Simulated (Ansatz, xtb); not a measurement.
**A geometry optimisation of C2H5AlCl with r2SCAN-D4/def2-SVP**

The starting geometry of this gas-phase doublet was built from a drawn formula by distance geometry and a force field; its bonds are those of `[CH2][C@H]([AlH2])Cl`.

```yaml
atoms:
  - { symbol: C, position_ang: [-0.5220, -0.1715, 2.6261] }
  - { symbol: C, position_ang: [0.4281, -1.0544, 1.7389] }
  - { symbol: Al, position_ang: [0.4836, -0.2798, -0.1144] }
  - { symbol: Cl, position_ang: [-0.2530, -2.6564, 1.6765] }
  - { symbol: H, position_ang: [-0.0609, 0.8484, 2.7396] }
  - { symbol: H, position_ang: [-0.5431, -0.6268, 3.6474] }
  - { symbol: H, position_ang: [1.4647, -1.0669, 2.1465] }
  - { symbol: H, position_ang: [-0.3144, 1.0204, -0.4758] }
  - { symbol: H, position_ang: [1.3577, -0.9865, -1.2641] }
```

Q: Where would you expect an optimisation with r2SCAN-D4/def2-SVP to take it?

A: It rearranges, giving a structure given below by its coordinates. Distances that change by over a tenth: C1–C2 (1.57 → 1.33 Å). Contacts that open: C2–Cl4 (1.74 → 2.88 Å). Contacts that close: Al3–Cl4 (3.07 → 2.18 Å).

The energy falls by 1.74 eV over 26 steps:

```csv
step,E − E(last) (eV)
1,1.736
4,0.949
7,0.717
9,0.647
12,0.492
15,0.220
18,0.055
20,0.005
23,0.000
26,0.000
```

Final geometry (Å):

```tsv
atom	x (Å)	y (Å)	z (Å)
C	-0.0118	-0.0591	2.8645
C	0.6335	-0.8902	2.0569
Al	0.2828	-0.6058	-0.0749
Cl	-1.0106	-2.3372	0.1836
H	-0.9563	0.4261	2.5873
H	0.4189	0.2248	3.8390
H	1.4648	-1.5785	2.2448
H	-0.4977	0.7581	-0.2899
H	1.7173	-0.9116	-0.6908
```

From the same start GFN2-xTB reaches the same bonding as this run.

No frequencies were run, so the end isn't proven a minimum. Open shells are spin-unrestricted. Run with Ansatz 0.2.0, 3.2 min on 2 threads of Arm Neoverse V1, with other jobs on the host.
